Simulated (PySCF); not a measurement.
Gas-phase reaction: WCl6 + 2 H2O2 = WO2(OH)2 + 2 Cl2 + 2 HCl

Method: PySCF energies (xtb for GFN2) plus ideal-gas RRHO corrections (1 bar). † marks an energy on the PBE0/def2-TZVP geometry and frequencies; other levels use their own. MP2 freezes the core. All species are closed-shell singlets. W: scalar-relativistic def2 core potential, no spin-orbit coupling. MP2 isn't extrapolated to the basis-set limit. Warning, point group unlike the PBE0 one: H2O2, WO2(OH)2 (GFN2-xTB).

| level | ΔH°(298 K), kJ |
|---|---|
| BLYP/def2-TZVP† | [?] |
| GFN2-xTB | 236 |
| MP2/def2-TZVPP† | [?] |
| PBE/def2-TZVP† | -276 |
| PBE0/def2-SVP† | [?] |
| LDA/def2-TZVP† | [?] |
| ωB97M-V/def2-TZVP† | -314 |
| ωB97X-V/def2-TZVP† | -328 |

Question: Some entries are withheld; supply them.

Answer: 
- BLYP/def2-TZVP†, ΔH°(298 K), kJ: -340
- MP2/def2-TZVPP†, ΔH°(298 K), kJ: -324
- PBE0/def2-SVP†, ΔH°(298 K), kJ: -228
- LDA/def2-TZVP†, ΔH°(298 K), kJ: -193
